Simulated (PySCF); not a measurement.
Isomers of C6H6F3N, one GFN2-xTB conformer each. Single-point energies are computed at PBE0/pcSseg-1 (PySCF, gas phase, no added dispersion term), electronic only.

Question: Rank them by PBE0/pcSseg-1 energy, lowest first (kJ/mol).
A. `[CH3:1]/[C:2](=[CH:3]/[C:4]#[N:5])[CH2:6][C:7]([F:8])([F:9])[F:10]` with C1–C2–C6–C7 -70°
B. `Cn1ccc(C(F)(F)F)c1`
C. `[CH3:1]/[N:2]=[CH:3]/[CH2:4][C:5]#[C:6][C:7]([F:8])([F:9])[F:10]` with N2–C3–C4–C5 127°
D. `[CH2:1]=[C:2]([CH2:3][CH:4]([F:5])[F:6])[C@H:7]([F:8])[C:9]#[N:10]` with C1–C2–C3–C4 -94°, C2–C3–C4–F5 175°, C1–C2–C7–F8 8°

Answer: B (0.0), A (59.9), D (163.9), C (256.1).

As drawn, the lowest has an aromatic ring, which the highest lacks; the highest has a C≡C bond and a C=N bond, which the lowest lacks. GFN2-xTB itself gives, in the same order: 0.0, 163.6, 237.1, 269.1. Both levels put the same isomer lowest; measured from each level's own lowest isomer, the values differ by up to 103.7 kJ/mol (C/C(=C/C#N)CC(F)(F)F: 163.6 against 59.9).

Which frontier levels, dipoles and rotational constants go with these structures?

| SMILES | HOMO (eV, PBE0/pcSseg-1) | LUMO (eV) | dipole (D) | A, B, C (MHz) |
| --- | --- | --- | --- | --- |
| Cn1ccc(C(F)(F)F)c1 | -6.75 | 0.36 | 5.29 | 3081, 812.8, 727.1 |
| C/C(=C/C#N)CC(F)(F)F | -8.15 | -1.67 | 4.52 | 1919, 970.2, 741.8 |
| C=C(CC(F)F)[C@H](F)C#N | -8.52 | -0.92 | 3.69 | 1972, 789.2, 714.1 |
| C/N=C/CC#CC(F)(F)F | -7.63 | -0.66 | 3.48 | 3190, 447.7, 427.3 |
